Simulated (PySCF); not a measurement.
Molecule: C5H9O3, SMILES COC[CH]OC(C)=O, doublet. Atoms near the plane z = 0.6 Å, at the GFN2-xTB optimised geometry (x, y, z in Å): C1 (-1.7, -0.6, 0.0), O2 (-0.3, -0.6, 0.0), C3 (0.2, 0.1, 1.1), C4 (1.7, 0.0, 1.0), H10 (-2.1, 0.4, 0.0), H11 (-2.1, -1.1, 0.9), H13 (-0.1, 1.1, 1.2), H14 (2.1, -0.5, 0.2).

Level of theory: PySCF 2.14.0 with unrestricted PBE0/def2-SVP. The values are rescaled to run from 0 to 1.

```
|:::::::::::::::::::::::::::::::|
|:::::::::::::::::::::::::::::::|
|:::::::::::::::::::::::::::::::|
|:::::::::::::::::::::::::::::::|
|:::::::::::::::::::::::::::::::|
|:::::::::::::::::::::::::::::::|
|:::::::::::::::::::::::::::::::|
|::::::::::::::--:::::::::::::::|
|:::::::::::-------:::::::::::::|
|::::---------=++=--::::::::::::|
|:::---------=*%%+=-----::::::::|
|:::---==+====#@@%+=====-::..:::|
|::---=+##*+=+%@@@@#%@@%+-::..::|
|:----=*@@@***@@@@@@@@@@@*-:..::|
|:----=*@@@@@@@@@@@@@@@@@%=:::::|
|:----=*@@@@@@@@@@@@@@@@@@+-::::|
|:----=#@@@@@@@@@@@@@@@@@@+-::::|
|----=+@@@@@@@@@@@@@@@@@@@+-::::|
|----=+@@@@@@@@@@@%#%@@@@*=-::::|
|:----+@@@@@@###+=--==+*+=--::::|
|:----=%@@@%+-:.  ..::-----:::::|
|:-----+*#*=-:     ..:::::::::::|
|::-----==--:..    ...::::::::::|
|::::-----:::.........::::::::::|
|::::::::::::........:::::::::::|
|:::::::::::::.......:::::::::::|
|::::::::::::::....:::::::::::::|
|:::::::::::::::::::::::::::::::|
|:::::::::::::::::::::::::::::::|
|:::::::::::::::::::::::::::::::|
|:::::::::::::::::::::::::::::::|
```
Scale: ten equal steps from 0.000 (start of ' ') to 1.00 (end of '@'), in the order ' .:-=+*#%@'; x runs from -4.50 to 4.50, y from -4.50 (bottom) to 4.50 (top).

Task: Which quantity is mapped?
A. Laplacian of the electron density
B. spin density
C. electrostatic potential
D. log10 of the electron density

Result: C, electrostatic potential. In full: electrostatic potential (hartree/e), clipped to [-0.08, 0.12].
